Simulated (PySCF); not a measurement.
C3H4O2Si. Atoms are numbered in the order given.

```xyz
10

O      0.3814    -2.2812     0.0000
C      0.1230    -1.1149     0.0000
C     -1.2585    -0.5286     0.0000
C     -1.3406     0.8110     0.0000
Si     0.4224     1.4264     0.0000
O      1.0749    -0.1460     0.0000
H     -2.0997    -1.2275     0.0000
H     -2.2931     1.3456     0.0000
H      0.8424     2.1625    -1.2215
H      0.8424     2.1625     1.2215
```
Charge 0, spin multiplicity 1.

Coordinates come from a PBE0-D3(BJ)/def2-SVP optimisation. The structure was generated by enumeration, and PubChem lists no compound with its InChIKey, so it may never have been made.

The numbers are results of TDDFT-PBE/def2-SVPD in PySCF 2.14.0, not measurements.

Vertical excitations. The molecule is in vacuum. State labels are in the subgroup Cs.

```csv
state,symmetry,energy (eV),λ (nm),f,main pairs
S1,A",3.82,325,0.000,HOMO→LUMO 100 %
S2,A',5.24,237,0.040,"HOMO−1→LUMO 44 %, HOMO−2→LUMO 37 %, HOMO→LUMO+1 16 %"
S3,A',5.58,222,0.023,"HOMO→LUMO+1 73 %, HOMO−2→LUMO 25 %"
S4,A",5.80,214,0.002,HOMO−3→LUMO 90 %
S5,A",6.01,206,0.001,HOMO−4→LUMO 90 %
S6,A',6.02,206,0.187,"HOMO−1→LUMO 44 %, HOMO−2→LUMO 32 %, HOMO→LUMO+1 10 %, HOMO−5→LUMO 7 %"
S7,A',6.37,194,0.000,HOMO→LUMO+2 100 %
S8,A",6.51,190,0.000,HOMO−1→LUMO+1 99 %
S9,A',6.82,182,0.042,HOMO−5→LUMO 84 %
S10,A",6.84,181,0.000,HOMO→LUMO+3 90 %
T1,A",3.46,358,0,HOMO→LUMO 100 %
T2,A',3.94,315,0,"HOMO−1→LUMO 78 %, HOMO−2→LUMO 20 %"
T3,A',4.63,268,0,"HOMO−2→LUMO 78 %, HOMO−1→LUMO 21 %"
T4,A",5.33,232,0,HOMO−3→LUMO 97 %
```
Triplets are in the Tamm–Dancoff approximation, which puts them higher than full response would, so one can lie above its singlet here.
